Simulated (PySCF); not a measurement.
Species: Si(CF3)2Me2, C4H6F6Si.
Geometry (PBE0-D3(BJ)/def2-SVP, Å), atoms numbered from 1 in this order:
```
atom  x, y, z in Å
Si1   -0.0881   -0.0009   -0.0585
C2    -0.0361   -0.0149    1.8721
F3    -1.2934   -0.0292    2.3586
F4     0.5697    1.0657    2.3838
F5     0.5887   -1.0932    2.3653
C6     1.7505    0.0086   -0.6483
F7     1.7998    0.0820   -1.9939
F8     2.4145   -1.0996   -0.2908
F9     2.4370    1.0578   -0.1724
C10   -0.8973    1.5770   -0.6185
H11   -0.8969    1.6418   -1.7173
H12   -0.3602    2.4505   -0.2196
H13   -1.9399    1.6221   -0.2686
C14   -0.8930   -1.5725   -0.6421
H15   -1.9365   -1.6230   -0.2954
H16   -0.3563   -2.4503   -0.2525
H17   -0.8910   -1.6225   -1.7416
```

A calculation gives these core lines: C 1s: 290.95 (area 2), 297.49 (area 2) eV; F 1s: 693.79 eV; Si 1s: 1847.20 eV; Si 2p3/2: 107.43 eV.

The calculation used delta-SCF UKS SCAN, pcX-2 on the ionised atom, pcseg-1 elsewhere, spin-free X2C in PySCF 2.14.0. Isolated species at its PBE0-D3(BJ)/def2-SVP geometry, gas phase.

Order the carbon atoms by C 1s binding energy.

290.95 eV: C10/C14 (carbon bonded to Si and 3 H); 297.49 eV: C2/C6 (carbon bonded to 3 F and Si). Lowest listed C 1s: C10/C14, bonded to 3 H and Si. Highest, 6.54 eV above it: C2/C6, bonded to 3 F and Si.

Bonded neighbours of each site: Si1: 4 C; C2/C6: 3 F and Si; F3 (×6): C; C10/C14: 3 H and Si.

Give the binding energy of C 1s of C2/C6 in hartree and in kJ/mol.

297.49 eV = 10.9326 Eh = 28703 kJ/mol.

Topologically equivalent atoms share the value of their first member; where this conformer doesn't relate them by symmetry, their own values could differ. The 2p values add to the ΔSCF energy of one spin-free hole a correction within the shell (spin–orbit coupling, ligand field). 2p1/2 minus 2p3/2 (ligand field included): Si 0.62 eV.
